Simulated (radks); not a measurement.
Fractional charge and spin in the 5p shell of terbium: the spin-up occupation runs from 2 to 3 and the spin-down occupation from 2 to 3; the fullest corner is Tb3+, [Kr] 4d10 4f(up 4, down 4) 5s2 5p(up 3, down 3). Method: scalar-relativistic Kohn-Sham, PBE, spin-polarised, spherical densities, finite nucleus; Fermi nuclear charge, rms radius of each element as measured or else 0.836 A^(1/3) + 0.57 fm; computed with a radial shooting solver on a logarithmic mesh with Libxc functionals. Energy (eV) above the fullest corner. The planes named below are the two flat planes that join the four corners, with an edge along up + down = one added electron.

| down \ up | 2 | 2.5 | 3 |
|---|---|---|---|
| 2 | 133.600 | 94.741 | 59.413 |
| 2.5 | 94.741 | 59.654 | 28.020 |
| 3 | 59.413 | 28.020 | 0.000 |

Corners above the fullest one (they belong to Tb4+ and the next ion): (up 3, down 2) 59.413 eV, (up 2, down 3) 59.413 eV, (up 2, down 2) 133.60 eV. With half an added electron in each spin the energy lies 0.241 eV from the planes, and with half an added electron in spin up alone -1.765 eV. The planes are only a guide here: the flat-plane condition holds for ground states with one frontier orbital, while this shell lies below other occupied shells, so the corners above the fullest one are inner-hole states and not the ground states of those ions.
